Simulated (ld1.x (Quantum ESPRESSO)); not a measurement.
**Transferability test, PAW potential for manganese (Mn)**

ld1.x (Quantum ESPRESSO) 7.5 input, shortened:

```
&input
   title='Mn', zed=25., rel=1, dft='PBESOL', iswitch=3,
   config='[Ar] 3d5 4s2 4p0'
 /
 &inputp
   pseudotype=3, lpaw=.true., tm=.true., lloc=-2, rcloc=1.52,
   nlcc=.true., new_core_ps=.true., rcore=0.95,
   which_augfun='BESSEL', rmatch_augfun=1.02
 /
6
4S  1  0   2.00   0.00  2.46  2.86  0.0
4S  1  0   0.00   2.45  2.46  2.86  0.0
4P  2  1   0.00   0.00  2.50  3.14  0.0
4P  2  1   0.00   2.35  2.50  3.14  0.0
3D  3  2   5.00   0.00  1.16  1.24  0.0
3D  3  2   0.00   0.10  1.16  1.24  0.0
 &test
   configts(1)='3d5 4s2 4p0'
 /
```

Energies are relative to the spin-unpolarised reference configuration 3d5 4s2 4p0; without spin polarisation the order of configurations can differ from experiment.

| valence configuration | charge | ΔE all-electron (eV) | error AE − PS (meV) |
| --- | --- | --- | --- |
| 3d5 4s1 4p0 | +1 | 8.432 | +16 |
| 3d6 4s0 4p0 | +1 | 6.774 | +23 |
| 3d5 4s0 4p1 | +1 | 13.191 | +26 |
| 3d5 4s0 4p2 | 0 | 7.961 | +9.5 |
| 3d3 4s0 4p0 | +4 | 107.145 | -1979 |

Problem. What are ΔE and the potential's error for 3d5 4s0 4p0?

Solution. ΔE = 23.944 eV all-electron; the error (AE − PS) is +82 meV.

Problem. What are ΔE and the potential's error for 3d4 4s0 4p0?

Solution. ΔE = 56.424 eV all-electron; the error (AE − PS) is -344 meV.
